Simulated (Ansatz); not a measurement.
`C/C=C\BCl` and `C/C=C\[NH][AlH2]` differ in one atom or group.

Ansatz, PBE0-D4/def2-TZVP geometries, multiplicity 1. Each molecule was computed in one conformer, which needn't be the lowest.

```csv
property,`C/C=C\BCl`
size of the dipole moment (ωB97M-V/def2-TZVPP) / D,2.59
size of the dipole moment (B3LYP/def2-TZVPP) / D,2.62
HOMO–LUMO gap (PBE/def2-TZVPP) / eV,4.02
LUMO energy (PBE0/def2-TZVPP) / eV,-1.92
size of the dipole moment (PBE/def2-TZVPP) / D,2.56
HOMO energy (ωB97M-V/def2-TZVPP) / eV,-10.11
```

Problem. What does the change do to each property? (An estimate is asked.)

Solution. Computed: 
```tsv
property	`C/C=C\[NH][AlH2]`	shift
size of the dipole moment (ωB97M-V/def2-TZVPP) / D	0.59	-2.00
size of the dipole moment (B3LYP/def2-TZVPP) / D	0.59	-2.03
HOMO–LUMO gap (PBE/def2-TZVPP) / eV	3.11	-0.91
LUMO energy (PBE0/def2-TZVPP) / eV	-1.04	0.88
size of the dipole moment (PBE/def2-TZVPP) / D	0.67	-1.89
HOMO energy (ωB97M-V/def2-TZVPP) / eV	-8.03	2.08
```

With PBE0 the HOMO rises by 2.07 eV and the LUMO rises by 0.88 eV, so the gap narrows by about 1.19 eV. PBE moves the HOMO by 1.95 eV and ωB97M-V by 2.08 eV. Dipoles are sizes alone; their direction can turn.

B3LYP here is the variant with VWN-RPA as its local correlation; programs differ in this.
